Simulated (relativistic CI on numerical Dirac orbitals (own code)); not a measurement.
# Dy3+ (4f9) in a crystal field

Calculated by Dirac-Coulomb-Breit CI, separate exchange-only KLI orbitals for each configuration, model QED (radiative potential, 1s self-energy scaled to tabulated hydrogen-like ionisation energies), valence Slater integrals scaled by 0.7, one configuration in a parametric crystal field (own radial code).

Field parameters in Wybourne normalisation; cubic f-shell fields have B⁴₄ = √(5/14) B⁴₀ and B⁶₄ = −√(7/2) B⁶₀. The field is a parameter set, without covalency.

S is read from ⟨S²⟩ = S(S + 1).

Powder χT (cm³ K mol⁻¹) by Van Vleck's formula, with temperature-independent terms:

```csv
Field,2 K,5 K,10 K,20 K,50 K,100 K,200 K,300 K
"D4h, B20 = -190, B40 = 1380, B44 = -1420, B60 = 340, B64 = -930 cm⁻¹",8.74,10.9,11.9,12.2,12.5,12.8,13.3,13.6
"Oh, B40 = 980, B60 = 740 cm⁻¹",5.98,6.95,8.64,10.9,12.4,12.9,13.4,13.7
```

Problem. For Oh, B40 = 980, B60 = 740 cm⁻¹: what effective moment follows at 300 K?

Solution. μ_eff = √(8χT) = 10.45 μB. The LS value g√(J(J + 1)) of the free ion's 6H°_15/2 level is 10.65 μB.
